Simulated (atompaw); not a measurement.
# Scattering properties, PAW (atompaw) potential for W (Z = 74)

| Quantity | Value |
| --- | --- |
| Element | W (Z = 74) |
| Generator | atompaw 4.2.0.5 |
| Type | PAW |
| Functional | PBE |
| Relativity | scalar-relativistic |
| Frozen core | [Xe] |
| Valence charge | 20 |
| Reference configuration | 4f14 5d4 6s1 6p0 (charge +1) |
| Partial waves | 6s (bound): rc 3.00 bohr; 6s channel at -0.4 Ry: rc 3.00 bohr; 6p (bound, empty): rc 3.00 bohr; 6p channel at 2.68 Ry: rc 3.00 bohr; 5d (bound): rc 3.00 bohr; 5d channel at -0.4 Ry: rc 3.00 bohr; 4f (bound): rc 0.60 bohr; 4f channel at 0.6 Ry: rc 0.60 bohr |
| Local potential | bessel scheme, radius 2.35 bohr |
| Core correction | smooth core density matched at 2.95 bohr |
| Augmentation charge | sinc compensation charge, radius 2.65 bohr; PAW radius 3.00 bohr; waves and projectors: custom rrkj vanderbiltortho |

The phase is arctan(r·u′/u) with u = r·R(r), unwrapped; energies in Ry, scanned from -5 to 5 Ry. A pole is an energy at which the radial function vanishes at the test radius. The pseudo phase is shifted by a multiple of π to meet the all-electron one at the reference energy, and phase errors are pseudo minus all-electron; the curves can meet again beyond the range given. Levels narrower than the energy grid can be missing from the lists of poles.

```tsv
channel	radius (bohr)	reference energy (Ry)	poles, all-electron	poles, pseudo	unbroken range about the reference energy with phases within 0.05 rad	phase error 1 Ry above the reference energy (rad)
s	3.01	-0.90	0.48	0.47, 2.75	below 2.0	-0.000
p	3.01	-0.50	-3.69, 1.77	1.77	-3.5 to 4.0	-0.003
d	3.01	-0.86	-0.55, 4.08	-0.55, 4.16	the whole range	-0.000
f	3.01	-2.99	2.39	2.41	below 3.8	+0.000
```

Phases in the d channel:

| E (Ry) | all-electron | pseudo |
| --- | --- | --- |
| -5.00 | 1.412 | 1.412 |
| -4.52 | 1.402 | 1.402 |
| -4.04 | 1.391 | 1.391 |
| -3.56 | 1.376 | 1.376 |
| -3.08 | 1.356 | 1.356 |
| -2.60 | 1.329 | 1.329 |
| -2.12 | 1.284 | 1.284 |
| -1.64 | 1.191 | 1.191 |
| -1.16 | 0.728 | 0.728 |
| -0.68 | -1.462 | -1.462 |
| -0.20 | -1.722 | -1.722 |
| 0.28 | -1.860 | -1.860 |
| 0.76 | -2.065 | -2.065 |
| 1.24 | -2.648 | -2.649 |
| 1.72 | -3.891 | -3.889 |
| 2.20 | -4.371 | -4.369 |
| 2.68 | -4.537 | -4.534 |
| 3.16 | -4.621 | -4.617 |
| 3.64 | -4.675 | -4.670 |
| 4.12 | -4.715 | -4.709 |
| 4.60 | -4.751 | -4.742 |
